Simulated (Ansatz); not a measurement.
Start from `C#C[Si](C#C)(C#C)C#C` and change one atom or group to get `C#C[SiH](C#C)C#C`.

Ansatz, PBE0-D4/def2-TZVP geometries, multiplicity 1. 

```json
{"property": "size of the dipole moment (B3LYP/def2-TZVPP) / D", "`C#C[Si](C#C)(C#C)C#C`": "0.01"}
{"property": "HOMO–LUMO gap (B3LYP/def2-TZVPP) / eV", "`C#C[Si](C#C)(C#C)C#C`": "6.99"}
{"property": "ideal-gas entropy at 298 K and 1 bar (rigid rotor, harmonic PBE0-D4/def2-TZVP) / J/(mol·K)", "`C#C[Si](C#C)(C#C)C#C`": "408"}
{"property": "HOMO energy (B3LYP/def2-TZVPP) / eV", "`C#C[Si](C#C)(C#C)C#C`": "-7.93"}
{"property": "HOMO energy (PBE/def2-TZVPP) / eV", "`C#C[Si](C#C)(C#C)C#C`": "-7.00"}
{"property": "HOMO–LUMO gap (ωB97M-V/def2-TZVPP) / eV", "`C#C[Si](C#C)(C#C)C#C`": "11.72"}
```

Question: Give the same properties after the change, and the shifts. (An estimate is asked.)

Answer: The calculation gave: 
| property | `C#C[SiH](C#C)C#C` | shift |
| --- | --- | --- |
| size of the dipole moment (B3LYP/def2-TZVPP) / D | 0.60 | 0.59 |
| HOMO–LUMO gap (B3LYP/def2-TZVPP) / eV | 7.07 | 0.08 |
| ideal-gas entropy at 298 K and 1 bar (rigid rotor, harmonic PBE0-D4/def2-TZVP) / J/(mol·K) | 370 | -38 |
| HOMO energy (B3LYP/def2-TZVPP) / eV | -7.95 | -0.02 |
| HOMO energy (PBE/def2-TZVPP) / eV | -7.02 | -0.02 |
| HOMO–LUMO gap (ωB97M-V/def2-TZVPP) / eV | 11.80 | 0.08 |

The zero-point energy changes by -29.1 kJ/mol with -6 modes.

B3LYP here is the variant with VWN-RPA as its local correlation; programs differ in this.
